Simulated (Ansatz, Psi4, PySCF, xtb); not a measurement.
Donor–acceptor adduct: GaH3 (SMILES [GaH3]) (first 4 atoms) with C2H6O (SMILES COC); geometry from B3LYP-D3(BJ)/def2-TZVP, rigid monomers moved along the line of their centres of mass till Ga1···O6 is 3.02 Å.
(charge 0, multiplicity 1):
```tsv
atom	x (Å)	y (Å)	z (Å)
Ga	0.7169	0.2403	0.9854
H	1.9781	-0.6968	1.1198
H	-0.6087	-0.3757	0.3769
H	0.9005	1.8057	0.9343
C	-1.3217	0.9039	4.2075
O	-0.2415	0.0399	3.8458
C	-0.3855	-1.2835	4.3674
H	-1.3914	0.9649	5.2956
H	-2.2629	0.5322	3.7938
H	-1.0974	1.8830	3.7933
H	-0.4462	-1.2416	5.4569
H	0.4961	-1.8417	4.0647
H	-1.2831	-1.7581	3.9619
```

Interaction energies are E(AB) − E(A) − E(B) at the monomers' geometry in the complex; basis-set methods are counterpoise corrected. Rows marked so take none.

Correlated levels freeze the cores. Filled d and f shells under p-block atoms count as core. Rows in 6-31G* carry no dispersion term and start afresh at each structure (6-31G* with six Cartesian d functions); the Pople sets are all-electron and without relativity. MP2/6-31G* freezes PySCF's default core, which leaves 3d correlated.

Run with Ansatz (a first-principles code); Psi4 for SAPT; PySCF for 6-31G* rows, the dispersion terms; xtb for the GFN methods. Values without a source in brackets are computed.

```json
[
 {"level": "GFN1-xTB", "interaction energy (kJ/mol)": "-48.9"},
 {"level": "GFN2-xTB", "interaction energy (kJ/mol)": "-73.3"},
 {"level": "HF/aug-cc-pVDZ", "interaction energy (kJ/mol)": "-30.0"},
 {"level": "r2SCAN-D3(BJ)/def2-TZVPPD", "interaction energy (kJ/mol)": "-37.1"},
 {"level": "r2SCAN-D4/def2-TZVPPD", "interaction energy (kJ/mol)": "-37.2"},
 {"level": "PBE0-D4/def2-TZVPPD", "interaction energy (kJ/mol)": "-37.1"},
 {"level": "wB97M-V/def2-TZVPPD", "interaction energy (kJ/mol)": "-36.3"},
 {"level": "MP2/6-31G* (no counterpoise)", "interaction energy (kJ/mol)": "[?]"},
 {"level": "SAPT0/aug-cc-pVDZ", "interaction energy (kJ/mol)": "[?]"}
]
```

**Question.** Some entries are withheld; supply them.

**Answer.** 
- MP2/6-31G* (no counterpoise), interaction energy (kJ/mol): -44.6
- SAPT0/aug-cc-pVDZ, interaction energy (kJ/mol): -38.0
